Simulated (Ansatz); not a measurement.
Mulliken charges of F$_{3}$GaH$_{2}$S, SMILES `[F][Ga-]([F])([F])[SH2+]` from r2SCAN/def2-TZVPP in Ansatz (PBE0-D4/def2-TZVP geometry).

```csv
atom,x (Å),y (Å),z (Å),charge (e)
F1,-0.745,-0.993,1.556,-0.390
Ga2,0.379,-0.910,0.213,0.884
F3,2.080,-1.076,0.564,-0.377
F4,-0.197,-1.484,-1.339,-0.390
S5,0.121,1.521,-0.247,-0.034
H6,-0.960,1.599,0.552,0.154
H7,-0.618,1.275,-1.345,0.153
```

Question: By hand: the dipole of these point charges (1 e Å = 4.8032 D).

Answer: Σ q r = (-0.328, 0.957, -0.221) e Å, of length 1.036 e Å = 4.98 D.

Question: How does the dipole of the full density compare? (Estimate.)

Answer: The calculation gave: (-0.335, 0.974, -0.226) e Å, 5.06 D; the point charges give 0.98 times that, at 0° from its direction.

Point charges leave out the atoms' own dipoles, such as those of lone pairs, and Mulliken's split depends on the basis, so the close match here is no proof of good charges.
